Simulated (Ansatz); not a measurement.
A nudged elastic band was laid between two geometries of H5HfNO2S (10 atoms, charge 0, multiplicity 1).

All numbers below come from RHF/def2-SVP (Ansatz 0.2.0).

| Property | Result |
| --- | --- |
| movable images | 5 |
| climbing image | yes |
| spring | 5.0 eV/Å² |
| optimiser | quadratic models (default) |
| start path | through a guess of the saddle point |
| force threshold | 0.03 eV/Å |
| iteration limit | 60 |
| end points | relaxed |

Initial state:

```xyz
10
Properties=species:S:1:pos:R:3
Hf -0.271 -0.190 -0.119
N 0.695 1.200 1.035
S 1.099 -2.312 -0.214
H 2.255 -1.739 -0.573
O -0.425 0.619 -1.865
O -1.939 -0.734 0.683
H 1.103 2.056 0.700
H 0.834 1.157 2.030
H -0.583 0.887 -2.750
H -2.768 -0.943 1.072
```

Final state:

```xyz
10
Properties=species:S:1:pos:R:3
Hf -0.431 -0.549 -0.465
N 1.145 0.626 0.844
S 0.705 -2.487 -0.823
H 1.949 0.026 0.963
O -0.605 0.704 -1.963
O -1.934 -0.584 0.795
H 1.468 1.480 0.414
H 0.806 0.863 1.765
H -0.537 0.944 -2.870
H -2.565 -1.023 1.338
```

Task: What changes between the two ends?

Result: Bonds broken: S3–H4. Bonds formed: N2–H4.

Task: What energy profile does the band end with?

Result: It converged. The highest image is number 4 of 0 to 6, 1.59 eV above the first end and 1.25 eV above the last; the last end lies 0.34 eV above the first. A vibrational analysis at the climbing image gives one clearly imaginary mode, 1800i cm⁻¹: a first-order saddle point. The orbitals stay closed-shell, which can raise the energy where a bond breaks towards radicals; this wasn't checked here.

```tsv
image	path coordinate (Å)	energy (eV)	S3–H4 (Å)	N2–H4 (Å)
0	0.00	0.00	1.34	3.69
1	0.65	0.02	1.34	3.38
2	1.31	0.10	1.34	2.86
3	1.96	0.46	1.35	2.22
4	2.62	1.59	1.67	1.39
5	3.35	0.47	2.59	1.02
6	4.09	0.34	3.32	1.01
```

Task: What is the geometry of the highest image?

Result: 
```xyz
10
Properties=species:S:1:pos:R:3:forces:R:3
Hf -0.391 -0.309 -0.343 0.00 0.00 0.00
N 1.043 0.770 0.889 0.00 0.00 0.00
S 1.342 -1.924 -0.269 0.00 0.00 0.00
H 1.550 -0.477 0.535 0.00 0.00 0.00
O -0.690 0.582 -2.037 0.00 0.00 0.00
O -2.012 -0.715 0.637 0.00 0.00 0.00
H 1.641 1.504 0.546 0.00 0.00 0.00
H 0.977 0.852 1.891 0.00 0.00 0.00
H -0.736 0.837 -2.940 0.00 0.00 0.00
H -2.726 -1.121 1.092 0.00 0.00 0.00
```

Task: What are the harmonic wavenumbers there?

Result: 1800i, 103, 138, 141, 175, 315, 326, 330, 344, 439, 449, 478, 584, 601, 672, 711, 722, 1277, 1608, 1693, 3730, 3822, 4291, 4295 cm⁻¹.

Time of the run: 3.1 min on 2 threads of Arm Neoverse V2 (shared host), peak memory 0.25 GiB.
